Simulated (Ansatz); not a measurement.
The same path of BClH2 + BrH (6 atoms, charge 0, multiplicity 1) was run 3 times with different band settings. Lost on the way: B1–Cl2, Br5–H6. Made: B1–Br5, Cl2–H6.

All numbers below come from Ansatz, RKS PBE-D4/def2-SVP.

Relaxed end points:

```xyz
6
Properties=species:S:1:pos:R:3
B -0.009 0.223 0.093
Cl -0.048 0.878 1.736
H 1.070 0.128 -0.447
H -1.067 0.072 -0.477
Br 0.063 -2.616 0.686
H 0.146 -2.198 2.058
```

```xyz
6
Properties=species:S:1:pos:R:3
B 0.014 -0.463 -0.264
Cl 0.016 0.240 2.325
H 1.067 0.102 -0.445
H -1.074 0.039 -0.426
Br 0.072 -2.390 -0.086
H 0.060 -1.041 2.544
```

Common settings: spring 5.0 eV/Å²; start path through a guess of the saddle point; force threshold 0.05 eV/Å; iteration limit 60; end points relaxed.

| run | movable images | climbing image | optimiser | largest step |
| --- | --- | --- | --- | --- |
| 1 | 5 | yes | quadratic models (default) | default |
| 2 | 5 | yes | lbfgs | 0.02 Å |
| 3 | 4 | no | quadratic models (default) | default |

Q: What does each run give, and how far can it be trusted?

A: Run 1: converged after 10 iterations, highest image 0.304 eV above the first end. A vibrational analysis at the climbing image gives one clearly imaginary mode, 390i cm⁻¹: a first-order saddle point.
Run 2: converged after 32 iterations, highest image 0.304 eV above the first end. Another band between the same ends (5 images) ends at a top of the same energy, where a vibrational analysis finds 1 clearly imaginary mode.
Run 3: converged after 7 iterations, highest image 0.282 eV above the first end. No image climbed, so the highest image needn't sit at the top of the path.
The orbitals stay closed-shell, which can raise the energy where a bond breaks towards radicals; this wasn't checked here.
